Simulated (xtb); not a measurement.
C2H5O2 (SMILES O[CH]CO), doublet, at a GFN2-xTB geometry. Base run: GFN2-xTB (xtb 6.7.1).

xtb was given this input:
```
$ xtb mol.xyz --gfn 2 --uhf 1 --json

# file mol.xyz
9

O      1.45927738     0.02778941    -0.23541557
C      0.46019833    -0.76855530     0.28492176
C     -0.92705042    -0.32816036    -0.01705619
O     -1.09126029     1.06468619     0.06151465
H      2.31800873    -0.36208939    -0.05234673
H      0.67141655    -1.81197916     0.45025745
H     -1.22840847    -0.67006263    -1.03296522
H     -1.62308817    -0.78008687     0.69653920
H     -0.28095298     1.46470716    -0.27747091
```

The base run was repeated with changes; each row names its change, and settings that it needs were set with it.

```csv
change,ΔE vs base (kcal/mol),dipole (D),G_solv (kcal/mol),SCF cycles
base,0.000,3.23,-,10
etemp = 5000,-0.545,3.09,-,10
acc = 0.0001,0.000,3.23,-,16
alpb = dmso,-10.02,3.61,-11.40,10
acc = 1000,0.015,3.24,-,4
etemp = 10000,-6.94,2.62,-,10
alpb = water,-8.12,3.73,-10.52,10
acc = 30,0.000,3.23,-,7
gbsa = acetonitrile,-6.45,3.54,-7.07,10
```

ALPB and GBSA are two models with their own fitted parameters for each solvent, which aren't always the measured dielectric constant.
